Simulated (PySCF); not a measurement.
Cr²⁺ (chromium, charge +2) across methods

[Ar] 3d4, high-spin 5D determinant. Computed with PySCF 2.14 in aug-cc-pwCVTZ, with no relativity, point nucleus.

```
method  E (hartree)  mean ε 3p α (eV)  mean ε 3p β (eV)  mean ε 3d α (eV)  Σ⟨r²⟩ (bohr²)   ⟨S²⟩
r2SCAN    -1043.550           -69.207           -64.118           -24.617          16.40  6.001
   PBE    -1043.326           -67.517           -63.501           -24.319          16.58  6.000
revPBE    -1043.469           -67.472           -63.438           -24.244          16.56  6.000
  PBE0    -1043.375           -71.679           -66.241           -26.556          16.41  6.001
 wB97X    -1043.588           -73.569           -68.670           -28.731          16.33  6.001
  PW91    -1043.619           -67.581           -63.591           -24.405          16.57  6.000
   UHF  -1042.58343           -83.312           -73.005           -32.642          16.15  6.001
```

Question: Estimate the same row for LDA.

Answer: E (hartree) = -1041.291; mean ε 3p α (eV) = -67.469; mean ε 3p β (eV) = -63.628; mean ε 3d α (eV) = -24.465; Σ⟨r²⟩ (bohr²) = 16.59; ⟨S²⟩ = 6.000.
